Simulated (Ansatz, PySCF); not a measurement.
CH5ClFNSi, SMILES N[Si@@H](Cl)CF. Atoms are numbered in the order given.

```xyz
10

N     -1.3317    -1.2721     0.1960
Si    -0.2866    -0.0396    -0.3681
Cl    -0.4139     1.7834     0.6751
C      1.5174    -0.5537    -0.1151
F      1.7991    -1.7083    -0.8331
H     -2.3019    -1.3064    -0.1005
H     -1.2083    -1.6950     1.1109
H     -0.6274     0.2354    -1.7828
H      1.7199    -0.7302     0.9581
H      2.1957     0.2558    -0.4401
```
Charge 0, spin multiplicity 1.

Coordinates come from a B3LYP-D3(BJ)/def2-SVP optimisation. The structure was generated by enumeration; whether it is a known compound was not checked. One conformer was computed; it need not be the lowest.

Two levels are set side by side: PBE-D3(BJ)/def2-SVP (Ansatz, a quantum-chemistry and plane-wave program) and B3LYP-D3(BJ)/def2-SVP (Ansatz). Each level has its own optimised geometry; the coordinates shown are those of the second. Frequencies come from the Hessian of PySCF at each geometry. Differences are taken from unrounded values.

```json
[
 {"quantity": "mean bond length (Å)", "B3LYP-D3(BJ)": "1.424"},
 {"quantity": "bond N1–Si2 (Å)", "B3LYP-D3(BJ)": "1.712"},
 {"quantity": "bond Si2–Cl3 (Å)", "B3LYP-D3(BJ)": "2.104"},
 {"quantity": "bond Si2–C4 (Å)", "B3LYP-D3(BJ)": "1.893"},
 {"quantity": "bond C4–F5 (Å)", "B3LYP-D3(BJ)": "1.389"},
 {"quantity": "bond N1–H6 (Å)", "B3LYP-D3(BJ)": "1.015"},
 {"quantity": "bond N1–H7 (Å)", "B3LYP-D3(BJ)": "1.015"},
 {"quantity": "bond Si2–H8 (Å)", "B3LYP-D3(BJ)": "1.481"},
 {"quantity": "bond C4–H9 (Å)", "B3LYP-D3(BJ)": "1.106"},
 {"quantity": "bond C4–H10 (Å)", "B3LYP-D3(BJ)": "1.105"},
 {"quantity": "highest harmonic wavenumber (cm⁻¹)", "B3LYP-D3(BJ)": "3666"},
 {"quantity": "mean harmonic wavenumber (cm⁻¹)", "B3LYP-D3(BJ)": "1215"},
 {"quantity": "zero-point energy (kcal/mol)", "B3LYP-D3(BJ)": "41.70"}
]
```

What does PBE-D3(BJ) give, and how far is it from B3LYP-D3(BJ)? (An estimate is asked for; the answer gives what the named calculation found.)


```
quantity                            PBE-D3(BJ)  PBE-D3(BJ) minus B3LYP-D3(BJ)
----------------------------------  ----------  -----------------------------
mean bond length (Å)                     1.433                          0.009
bond N1–Si2 (Å)                          1.723                          0.011
bond Si2–Cl3 (Å)                         2.110                          0.006
bond Si2–C4 (Å)                          1.901                          0.008
bond C4–F5 (Å)                           1.392                          0.003
bond N1–H6 (Å)                           1.023                          0.008
bond N1–H7 (Å)                           1.023                          0.008
bond Si2–H8 (Å)                          1.495                          0.014
bond C4–H9 (Å)                           1.116                          0.009
bond C4–H10 (Å)                          1.114                          0.009
highest harmonic wavenumber (cm⁻¹)        3591                            -76
mean harmonic wavenumber (cm⁻¹)           1183                            -32
zero-point energy (kcal/mol)             40.59                          -1.10
```

Exact exchange shortens and stiffens bonds; PBE has none. Differences between two approximate levels are no errors against the true value.
